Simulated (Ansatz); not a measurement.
Reaction (ligand exchange at a B–C bond): `CB(O)C=O` + CH₃NH₂ → `CNB(C)O` + `C=O`

Gas-phase electronic energies from Ansatz, PBE0-D4/def2-TZVP geometries. CCSD(T)/CBS is the MP2 limit (def2-TZVPP, def2-QZVPP) plus CCSD(T) − MP2 in def2-TZVPP, frozen cores. This one scheme is used for every species. One conformer a species, not always the lowest.

| species | MP2/CBS(def2) energy (Eh) |
| --- | --- |
| `CB(O)C=O` | -254.23476 |
| CH₃NH₂ | -95.71376 |
| `CNB(C)O` | -235.62057 |
| `C=O` | -114.36719 |

(1) Work out ΔE.

Largest T1 diagnostic among the species: 0.015.

Answers

(1) ΔE = (-235.62057) + (-114.36719) − (-254.23476) − (-95.71376) = -0.03924 Eh = -1.07 eV. CCSD(T)/CBS gives -1.03 eV.

From PBE to PBE0 (25 % exact exchange), in def2-TZVPP and without D4, ΔE moves by −0.04 eV. The D4 term adds −0.03 eV with B3LYP and −0.02 eV with PBE0; it sums over pairs of atoms, weighted by their polarisabilities, and B3LYP, whose exchange is more repulsive, gets the larger term.

B3LYP here is the variant with VWN-RPA as its local correlation; programs differ in this.
